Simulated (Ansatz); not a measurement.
Relaxation of the cluster Hg₂S₃ with RKS r2SCAN-D4/def2-SVP.

```sh
$ ansatz run in.yaml --threads 4 --pin off --events-out ev --progress --plain --max-ram 4787MiB
```

```yaml
crystal:
  periodic: [false, false, false]
  atoms:
    - {symbol: Hg, position_ang: [-2.913040, -1.837480, -0.678060]}
    - {symbol: Hg, position_ang: [2.271070, 0.216630, -0.963420]}
    - {symbol: S, position_ang: [0.747750, 2.062890, 0.470980]}
    - {symbol: S, position_ang: [0.025170, 0.432920, 1.336970]}
    - {symbol: S, position_ang: [-0.130950, -0.874960, -0.166470]}
basis:
  gaussian: {orbitals: def2-SVP}
hamiltonian: {xc: r2scan, dispersion: d4}
scf: {lower_state_search: "off"}
output: {orbitals: {seedname: orbitals}}
relax: {f_tol: 0.02, max_steps: 100}
```

Hardware: 4 threads of Arm Neoverse V1 on a shared host. Wall time 65 s.

Positions (Å) and forces (eV/Å) at steps 1, 2, 3, 4, 5, 6, 7, 8, 9, 10, 11, 12, 13, 14, 15, 16, 19, 22, 24, 25, 27, 28, 29 of 29:

```xyz
5
step=1 energy=-40851.6203 eV
Hg   -2.913   -1.837   -0.678   -0.121    0.001   -0.022
Hg    2.271    0.217   -0.963    0.608   -0.091   -0.283
S     0.748    2.063    0.471   -0.189    0.742    0.405
S     0.025    0.433    1.337    0.159    0.011   -0.261
S    -0.131   -0.875   -0.166   -0.456   -0.663    0.162
5
step=2 energy=-40851.6761 eV
Hg   -2.998   -1.875   -0.680   -0.041    0.026   -0.006
Hg    2.331    0.227   -0.954    0.545   -0.059   -0.405
S     0.760    2.202    0.551   -0.402   -0.721   -0.006
S     0.078    0.445    1.237   -0.195    0.121    0.141
S    -0.171   -0.999   -0.154    0.093    0.633    0.276
5
step=3 energy=-40851.7963 eV
Hg   -3.009   -1.860   -0.672   -0.034    0.029   -0.015
Hg    2.463    0.220   -1.033    0.140   -0.019   -0.081
S     0.699    2.160    0.545   -0.298   -0.460    0.235
S     0.028    0.439    1.294    0.160    0.127   -0.558
S    -0.181   -0.959   -0.135    0.033    0.324    0.420
5
step=4 energy=-40851.8241 eV
Hg   -3.022   -1.844   -0.666   -0.029    0.028   -0.018
Hg    2.527    0.222   -1.062    0.080   -0.011   -0.044
S     0.659    2.148    0.550   -0.180   -0.192    0.171
S     0.020    0.434    1.295    0.127    0.064   -0.388
S    -0.183   -0.960   -0.116    0.001    0.112    0.278
5
step=5 energy=-40851.8446 eV
Hg   -3.054   -1.813   -0.662   -0.011    0.027   -0.019
Hg    2.641    0.225   -1.117   -0.021    0.005    0.011
S     0.586    2.149    0.568   -0.007    0.099   -0.040
S     0.013    0.426    1.283    0.033   -0.022    0.078
S    -0.186   -0.987   -0.071    0.005   -0.109   -0.029
5
step=6 energy=-40851.8527 eV
Hg   -3.070   -1.693   -0.704    0.066    0.025    0.007
Hg    2.609    0.255   -1.125    0.001    0.010   -0.023
S     0.483    2.139    0.502   -0.035   -0.226    0.024
S     0.068    0.395    1.306   -0.009    0.069   -0.062
S    -0.091   -1.096    0.022   -0.022    0.121    0.053
5
step=7 energy=-40851.8568 eV
Hg   -3.044   -1.681   -0.710    0.051    0.022    0.003
Hg    2.600    0.251   -1.139   -0.003    0.009   -0.011
S     0.479    2.128    0.500   -0.020   -0.096    0.003
S     0.060    0.396    1.314    0.005    0.047   -0.004
S    -0.095   -1.094    0.034   -0.033    0.017    0.008
5
step=8 energy=-40851.8629 eV
Hg   -2.969   -1.599   -0.737    0.024    0.013   -0.001
Hg    2.560    0.250   -1.177   -0.004    0.007    0.004
S     0.428    2.097    0.471   -0.008    0.023   -0.006
S     0.057    0.385    1.344    0.027    0.036    0.030
S    -0.077   -1.133    0.100   -0.038   -0.079   -0.027
5
step=9 energy=-40851.8677 eV
Hg   -2.872   -1.468   -0.779   -0.006    0.007   -0.003
Hg    2.505    0.258   -1.225   -0.006    0.003    0.005
S     0.340    2.054    0.420   -0.012   -0.047    0.026
S     0.074    0.366    1.380    0.016    0.074   -0.017
S    -0.047   -1.209    0.204    0.008   -0.037   -0.010
5
step=10 energy=-40851.8697 eV
Hg   -2.790   -1.337   -0.812   -0.013    0.010   -0.005
Hg    2.461    0.267   -1.264   -0.011    0.000    0.006
S     0.248    2.009    0.370   -0.017   -0.181    0.064
S     0.085    0.346    1.406    0.006    0.085   -0.092
S    -0.004   -1.285    0.301    0.035    0.086    0.027
5
step=11 energy=-40851.8729 eV
Hg   -2.682   -1.178   -0.852   -0.017    0.028   -0.003
Hg    2.401    0.269   -1.305   -0.026   -0.003    0.004
S     0.130    1.942    0.306    0.007   -0.347    0.188
S     0.107    0.325    1.441   -0.049    0.146   -0.280
S     0.044   -1.358    0.410    0.085    0.176    0.091
5
step=12 energy=-40851.8848 eV
Hg   -2.565   -1.025   -0.876   -0.021    0.042   -0.021
Hg    2.330    0.259   -1.337   -0.017   -0.007    0.005
S     0.033    1.879    0.253   -0.013   -0.440    0.212
S     0.095    0.308    1.459   -0.009    0.159   -0.279
S     0.106   -1.421    0.502    0.060    0.246    0.083
5
step=13 energy=-40851.9019 eV
Hg   -2.441   -0.880   -0.920   -0.027    0.078    0.003
Hg    2.267    0.235   -1.368   -0.038   -0.012   -0.015
S    -0.093    1.790    0.202    0.083   -0.295    0.240
S     0.136    0.303    1.492   -0.200    0.212   -0.309
S     0.131   -1.448    0.594    0.181    0.017    0.081
5
step=14 energy=-40851.9302 eV
Hg   -2.339   -0.710   -0.939    0.010    0.032   -0.041
Hg    2.192    0.210   -1.404   -0.009   -0.016    0.023
S    -0.172    1.717    0.150   -0.042   -0.373    0.230
S     0.063    0.286    1.505    0.097    0.090   -0.276
S     0.256   -1.503    0.687   -0.056    0.266    0.063
5
step=15 energy=-40851.9436 eV
Hg   -2.222   -0.578   -1.011   -0.022   -0.029   -0.022
Hg    2.093    0.162   -1.438   -0.005   -0.021   -0.002
S    -0.279    1.640    0.133    0.080   -0.201    0.239
S     0.089    0.290    1.541   -0.047    0.096   -0.237
S     0.319   -1.513    0.774   -0.005    0.156    0.022
5
step=16 energy=-40851.9465 eV
Hg   -2.254   -0.622   -1.026    0.024    0.010    0.009
Hg    2.098    0.149   -1.437   -0.013   -0.007    0.016
S    -0.253    1.655    0.164   -0.015    0.027    0.105
S     0.092    0.300    1.555    0.001   -0.025   -0.225
S     0.317   -1.481    0.743    0.004   -0.006    0.095
5
step=19 energy=-40851.9504 eV
Hg   -2.197   -0.604   -1.070    0.006   -0.004   -0.003
Hg    2.043    0.117   -1.467   -0.006    0.000   -0.003
S    -0.276    1.668    0.197    0.002    0.011   -0.006
S     0.095    0.303    1.563    0.000    0.002    0.016
S     0.335   -1.484    0.777   -0.001   -0.009   -0.005
5
step=22 energy=-40851.9615 eV
Hg   -1.936   -0.610   -1.272    0.045    0.016    0.001
Hg    1.754    0.036   -1.613   -0.025   -0.002   -0.004
S    -0.256    1.714    0.322   -0.013   -0.038    0.050
S     0.099    0.325    1.672    0.013    0.004   -0.090
S     0.339   -1.465    0.890   -0.020    0.020    0.043
5
step=24 energy=-40851.9700 eV
Hg   -1.743   -0.598   -1.449    0.073    0.023    0.046
Hg    1.547   -0.026   -1.758   -0.057   -0.002    0.054
S    -0.256    1.740    0.430   -0.009   -0.047   -0.043
S     0.101    0.342    1.759    0.013    0.010    0.004
S     0.350   -1.458    1.019   -0.020    0.016   -0.061
5
step=25 energy=-40851.9715 eV
Hg   -1.660   -0.606   -1.492    0.004    0.021    0.064
Hg    1.441   -0.048   -1.763    0.032    0.016    0.040
S    -0.237    1.750    0.451   -0.044    0.000   -0.063
S     0.108    0.349    1.781    0.038   -0.001   -0.004
S     0.348   -1.446    1.023   -0.031   -0.036   -0.037
5
step=27 energy=-40851.8429 eV rejected
Hg   -1.672   -0.580   -1.440   -0.188   -0.061   -0.118
Hg    1.492   -0.011   -1.622   -0.089   -0.036   -0.097
S    -0.365    1.765    0.396    0.572   -0.627    0.233
S     0.290    0.356    1.652   -0.589   -0.009    0.064
S     0.254   -1.529    1.013    0.294    0.733   -0.081
5
step=28 energy=-40851.9793 eV
Hg   -1.694   -0.593   -1.425    0.010    0.010    0.009
Hg    1.494   -0.026   -1.706   -0.018   -0.002    0.010
S    -0.255    1.733    0.403    0.013   -0.009   -0.007
S     0.122    0.344    1.743   -0.024    0.000   -0.007
S     0.333   -1.458    0.986    0.018    0.002   -0.006
5
step=29 energy=-40851.9798 eV
Hg   -1.684   -0.583   -1.414    0.001    0.002    0.001
Hg    1.486   -0.029   -1.705    0.002   -0.002   -0.004
S    -0.254    1.729    0.395   -0.003    0.002   -0.002
S     0.112    0.342    1.740   -0.002    0.004    0.007
S     0.340   -1.459    0.983    0.002   -0.006   -0.003
```

In the def2 sets Hg takes a core potential; there is no spin–orbit coupling. The structure comes from a short search, and lower isomers may exist.
